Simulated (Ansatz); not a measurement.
# Which is lower?

The two ends of one reaction step of Si$_{4}$H$_{10}$ClF, closed shell (PBE0-D4/def2-TZVP).

A:

Si1  (0.007, 0.686, -0.388)
Si2  (2.119, -0.103, 0.244)
Si3  (-0.493, 0.093, -2.596)
Si4  (-1.731, -0.025, 1.006)
Cl5  (0.039, 2.767, -0.277)
H6  (-0.119, -0.717, 3.098)
F7  (0.624, -1.267, 3.046)
H8  (2.509, 0.457, 1.561)
H9  (2.098, -1.588, 0.285)
H10  (3.089, 0.346, -0.791)
H11  (-1.826, 0.626, -2.981)
H12  (0.542, 0.639, -3.512)
H13  (-0.511, -1.391, -2.701)
H14  (-1.906, -1.499, 0.921)
H15  (-1.436, 0.322, 2.433)
H16  (-3.004, 0.654, 0.652)
(Å)

B:

```csv
atom,x (Å),y (Å),z (Å)
Si1,-0.7592,0.5497,0.3013
Si2,3.0799,-0.5539,0.5883
Si3,-0.2931,-0.1746,-1.8747
Si4,-3.0187,0.3050,0.8549
Cl5,-0.2687,2.5608,0.4278
H6,0.0865,-0.1724,1.2909
F7,2.8185,-0.8095,2.1460
H8,4.5281,-0.7297,0.3272
H9,2.2921,-1.5467,-0.1823
H10,2.6485,0.8237,0.2555
H11,-1.2330,0.4873,-2.8174
H12,1.1019,0.1681,-2.2568
H13,-0.4793,-1.6487,-1.9563
H14,-3.3829,-1.1364,0.7857
H15,-3.2730,0.8137,2.2277
H16,-3.8474,1.0637,-0.1179
```

Computed with Ansatz 0.2.0 (basis: def2-TZVPP); correlated methods freeze the cores. B3LYP uses VWN-RPA correlation.

Question: Which structure is lower at CCSD(T), and by how much? (To be estimated.)

Answer: The calculation gives: B, by 26.96 kcal/mol (electronic energy, against the other). By their contacts, A is a complex of Si₄H₉Cl ([SiH3][Si]([SiH3])([SiH3])[Cl]) + HF and B is a complex of Si₃H₇Cl ([SiH3][SiH]([SiH3])[Cl]) + SiH₃F ([F][SiH3]).

All methods give the same order:

```json
{"method": "SPW92", "E(B) − E(A) (kcal/mol)": "-20.13"}
{"method": "PBE-D4", "E(B) − E(A) (kcal/mol)": "-20.48"}
{"method": "BLYP-D4", "E(B) − E(A) (kcal/mol)": "-25.56"}
{"method": "r2SCAN-D4", "E(B) − E(A) (kcal/mol)": "-25.54"}
{"method": "B97M-V", "E(B) − E(A) (kcal/mol)": "-26.53"}
{"method": "PBE0-D4", "E(B) − E(A) (kcal/mol)": "-22.39"}
{"method": "B3LYP-D4", "E(B) − E(A) (kcal/mol)": "-26.88"}
{"method": "r2SCAN0-D4", "E(B) − E(A) (kcal/mol)": "-26.13"}
{"method": "BHLYP-D4", "E(B) − E(A) (kcal/mol)": "-29.34"}
{"method": "CAM-B3LYP-D4", "E(B) − E(A) (kcal/mol)": "-29.11"}
{"method": "wB97X-V", "E(B) − E(A) (kcal/mol)": "-27.31"}
{"method": "wB97M-V", "E(B) − E(A) (kcal/mol)": "-27.77"}
{"method": "B2PLYP", "E(B) − E(A) (kcal/mol)": "-28.66"}
{"method": "PBE-QIDH", "E(B) − E(A) (kcal/mol)": "-25.57"}
{"method": "RPA on PBE", "E(B) − E(A) (kcal/mol)": "-28.18"}
{"method": "HF", "E(B) − E(A) (kcal/mol)": "-36.03"}
{"method": "MP2", "E(B) − E(A) (kcal/mol)": "-27.51"}
{"method": "CCSD", "E(B) − E(A) (kcal/mol)": "-28.42"}
{"method": "CCSD(T)", "E(B) − E(A) (kcal/mol)": "-26.96"}
```

No T1 diagnostic of these runs exceeds 0.013.

Labels in which every atom is bracketed show which atoms are joined, not bond orders.

For scale, one of the runs: CCSD(T)/def2-TZVPP, 381 basis functions, launched by `ansatz run in.yaml --threads 4 --pin off --events-out ev --progress --plain --max-ram 46080MiB --backend cuda --devices 0, --max-vram 37GiB`. Hardware: 4 CPU threads of an AMD EPYC 7R13 and a share of one NVIDIA H100, shared host. Wall time 10 s; peak host memory 0.88 GiB.
